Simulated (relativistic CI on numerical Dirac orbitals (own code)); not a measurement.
Line list: Electric-dipole lines, Sr

Method of calculation: Dirac-Coulomb-Breit CI, KLI orbitals optimised for each configuration, QED by a radiative potential, valence Slater integrals scaled by 0.85, P86 correlation energy added to each configuration (own radial code, finite nucleus).

Configuration list (outside the closed core [Kr]): 5s2, 5s.5p, 5s.4d, 5s.6s, 4d.5p, 5s.5d, 5p2, 4d2, 5s.6p, 5s.7s, 5s.4f, 5s.7p, 5s.6d, 5s.8s, 5s.5f, 5s.5g, 5s.8p, 5s.7d, 5d2, 4d.5d, 5s.8d, 5p.5d, 4d.6s. Levels of other configurations are missing.

```csv
λ vac (nm),Lower,Upper,A (s⁻¹),gf,Branching (%)
279.81,5s2 1S_0 [1],4d.5p 3D°_1 [27],4.47e+04,1.57e-04,0.1
472.53,5s.5p 3P°_1 [3],5p2 3P_2 [20],4.88e+07,8.17e-01,27.0
474.79,5s.5p 3P°_0 [2],5p2 3P_1 [17],6.31e+07,6.40e-01,34.9
478.53,5s.5p 3P°_1 [3],5p2 3P_1 [17],4.41e+07,4.54e-01,24.4
480.23,5s.5p 3P°_2 [4],5p2 3P_2 [20],1.32e+08,2.28e+00,73.0
482.39,5s.5p 3P°_1 [3],5p2 3P_0 [16],1.78e+08,6.22e-01,99.7
486.43,5s.5p 3P°_2 [4],5p2 3P_1 [17],7.34e+07,7.82e-01,40.7
```

Terms are leading LS components. Brackets give the number of a level in order of energy, since labels repeat. The list gives strong lines, with weight on those to low levels, without lines whose two gauges differ by over a factor of 2.5, among the lowest 81 of 124 levels, so that lines to higher ones, which can be the strongest, are missing, and without lines across small gaps between configurations, and without 123 lines that miss the measured interval by over 3.5 %, start from a term whose rates miss tabulated ones by over 60 %, have gauges far apart or, lacking measured levels, span too small a gap for the errors found; lines with a level outside our table were not tested and can miss by more. Levels whose partners in the same complex of configurations lie outside the list can be far off, and so can their lines. Rates are taken at the computed energies, electric ones in the length gauge.

For a near-neutral ion this model can misplace configurations by up to about 10,000 cm⁻¹ (more where the count of f electrons changes) and terms by 10 to 25 % of their spread. Rates follow the energies as ν³ (E1, M1) or ν⁵ (E2), so they and the lifetimes can be off by large factors. The fine structure of a lone outer electron comes out too small, for d and f at times inverted, and misplaced configurations move strength between like terms. 27 of the 27 excited levels that our extract of the measured tables holds in this range could be paired (the sources list more); they are missed by 782 cm⁻¹ on average and 1904 at most, and levels without a partner can miss by more.

**Question.** From the table, what is the radiative lifetime of 5p2 3P_1?

**Answer.** The listed rates from this level add up to about 1.81e+08 s⁻¹, 100 % of its decay; with all channels τ = 5.54e-09 s.

LS names give the leading component of a level, which can be under half, so a name can repeat, a term be missing and a line seem to break the LS rules.
